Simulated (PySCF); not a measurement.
PySCF 2.14 output of an unrestricted PBE0 calculation on a single atom or ion in aug-cc-pVDZ (4s3p2d, 23 functions), with the non-relativistic Hamiltonian (point nucleus):

```
SCF conv_tol = 1e-09
number electrons alpha = 2  beta = 1
    C. Adamo and V. Barone.,  J. Chem. Phys. 110, 6158 (1999)
    M. Ernzerhof and G. E. Scuseria.,  J. Chem. Phys. 110, 5029 (1999)
cycle= 1 E= -7.40557670470884  delta_E= -0.000565  |g|= 0.00203  |ddm|= 0.226
cycle= 2 E= -7.40559973145408  delta_E= -2.3e-05  |g|= 0.000439  |ddm|= 0.0603
cycle= 3 E= -7.4056011156417  delta_E= -1.38e-06  |g|= 1.75e-05  |ddm|= 0.0186
cycle= 4 E= -7.40560111769499  delta_E= -2.05e-09  |g|= 3.04e-07  |ddm|= 0.000767
cycle= 5 E= -7.40560111769575  delta_E= -7.64e-13  |g|= 2.78e-08  |ddm|= 9.35e-06
converged SCF energy = -7.40560111769575  <S^2> = 0.75000452  2S+1 = 2.0000045
```

The run itself started from symmetry-adapted Hartree-Fock orbitals and held the occupation by maximum overlap, on a logarithmic radial grid, so the iterations belong to that start.

Which element, charge and spin multiplicity is this?

Li (lithium, neutral), multiplicity 2; the state was [He] 2p1, 2P determinant (an excited configuration).
